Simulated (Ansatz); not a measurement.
Harmonic frequencies (cm⁻¹) at PBE0-D4/def2-TZVP from Ansatz: 66, 118, 210, 219, 316, 388, 472, 532, 651, 728, 844, 936, 1021, 1168, 1245, 1373, 1987, 2440, 2552, 2631, 3594.

Each molecule was computed in one conformer, which needn't be the lowest.

(1) Which molecule is it?
A. `B1OC[SiH2]1`
B. `B[NH][AlH][SeH]`
C. `C1=[N][GeH2][CH2]1`
D. `[AlH2][CH2][SiH3]`

Answers

(1) B.
